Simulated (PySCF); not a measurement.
HNaO (SMILES [OH][Na]), singlet, at a GFN2-xTB geometry (such geometries of metal compounds can be far from the true shape), with bond 1-2 at 1.25 times its length; B3LYP/def2-SVP (PySCF).

The PySCF input:
```python
from pyscf import gto, scf, dft

mol = gto.Mole()
mol.atom = '''
    Na   -0.93034948   -0.51827062   -0.76513046
    O     0.68596288    0.34473088    0.56471073
    H     1.19025406    1.04452643    0.97309857
'''
mol.basis = 'def2-svp'
mol.verbose = 4
mol.build()

mf = dft.RKS(mol)
mf.xc = 'b3lyp'
mf.kernel()
mo_i, mo_e, stable_i, stable_e = mf.stability(internal=True, external=True, return_status=True, nroots=6, tol=1e-6)
print('internally stable:', stable_i, ' externally stable:', stable_e)
if not stable_e:
    umf = mf.to_uhf() if not hasattr(mf, 'xc') else mf.to_uks()
    umf.scf_summary = {}
    umf.kernel(umf.make_rdm1(mo_e, umf.mo_occ))
```

Output, abridged:

```
PySCF version 2.14.0

[INPUT] verbose = 4
[INPUT] num. atoms = 3
[INPUT] num. electrons = 20
[INPUT] charge = 0
[INPUT] spin (= nelec alpha-beta = 2S) = 0
[INPUT] symmetry False subgroup None
[INPUT] Mole.unit = angstrom
[INPUT] Symbol           X                Y                Z      unit          X                Y                Z       unit  Magmom
[INPUT]  1 Na    -0.930349480000  -0.518270620000  -0.765130460000 AA   -1.758105717332  -0.979389530209  -1.445887018962 Bohr   0.0
[INPUT]  2 O      0.685962880000   0.344730880000   0.564710730000 AA    1.296281974818   0.651446949880   1.067148619303 Bohr   0.0
[INPUT]  3 H      1.190254060000   1.044526430000   0.973098570000 AA    2.249254192052   1.973868882570   1.838889789506 Bohr   0.0

nuclear repulsion = 26.8489264796114
number of shells = 16
number of NR pGTOs = 64
number of NR cGTOs = 34
basis = def2-svp
ecp = {}

******** <class 'pyscf.dft.rks.RKS'> ********
method = RKS
initial guess = minao
damping factor = 0
level_shift factor = 0
DIIS = <class 'pyscf.scf.diis.CDIIS'>
diis_start_cycle = 1
diis_space = 8
diis_damp = 0
SCF conv_tol = 1e-09
SCF conv_tol_grad = None
SCF max_cycles = 50
direct_scf = True
direct_scf_tol = 1e-13
XC library pyscf.dft.libxc version 7.1.2
    S. Lehtola, C. Steigemann, M. J. T. Oliveira, and M. A. L. Marques,  SoftwareX 7, 1–5 (2018)
XC functionals = b3lyp
    P. J. Stephens, F. J. Devlin, C. F. Chabalowski, and M. J. Frisch,  J. Phys. Chem. 98, 11623 (1994)
radial grids:
    Treutler-Ahlrichs [JCP 102, 346 (1995); DOI:10.1063/1.469408] (M4) radial grids

becke partition: Becke, JCP 88, 2547 (1988); DOI:10.1063/1.454033
pruning grids: <function nwchem_prune>
grids dens level: 3
symmetrized grids: False
atomic radii adjust function: <function treutler_atomic_radii_adjust>
small_rho_cutoff = 0
Set gradient conv threshold to 3.16228e-05
Initial guess from minao.
tot grids = 41992
init E= -237.835387780442
cycle= 1 E= -237.782381342462  delta_E= 0.053  |g|= 0.994  |ddm|= 1.29

cycle= 2 E= -232.909682066223  delta_E= 4.87  |g|= 2.95  |ddm|= 3.83
cycle= 3 E= -237.94270823773  delta_E= -5.03  |g|= 0.41  |ddm|= 3.68
cycle= 4 E= -237.993581951169  delta_E= -0.0509  |g|= 0.0729  |ddm|= 0.61
cycle= 5 E= -237.994686825222  delta_E= -0.0011  |g|= 0.0291  |ddm|= 0.0931
cycle= 6 E= -237.994856007042  delta_E= -0.000169  |g|= 0.0103  |ddm|= 0.0244
cycle= 7 E= -237.994879678152  delta_E= -2.37e-05  |g|= 0.00222  |ddm|= 0.00958
cycle= 8 E= -237.994880882752  delta_E= -1.2e-06  |g|= 0.00023  |ddm|= 0.00298
cycle= 9 E= -237.994880895786  delta_E= -1.3e-08  |g|= 1.68e-05  |ddm|= 0.000284
cycle= 10 E= -237.994880896206  delta_E= -4.2e-10  |g|= 8.54e-06  |ddm|= 8.53e-05
Extra cycle  E= -237.994880896181  delta_E= 2.53e-11  |g|= 2e-05  |ddm|= 3.45e-05
converged SCF energy = -237.994880896181
rhf_internal: lowest eigs of H = [0.19516184 0.23325417 0.51913438 0.52028818 0.55780013 0.6751469 ]
<class 'pyscf.dft.rks.RKS'> wavefunction is stable in the internal stability analysis
rhf_real2complex: lowest eigs of H = [0.04881116 0.0526281  0.13442682 0.13996374 0.14167951 0.14301698]
<class 'pyscf.dft.rks.RKS'> wavefunction is stable in the real -> complex stability analysis
rhf_external: lowest eigs of H = [0.03757103 0.04239914 0.11503835 0.12127383 0.12228133 0.14053065]
<class 'pyscf.dft.rks.RKS'> wavefunction is stable in the RHF/RKS -> UHF/UKS stability analysis
internally stable: True  externally stable: True
```
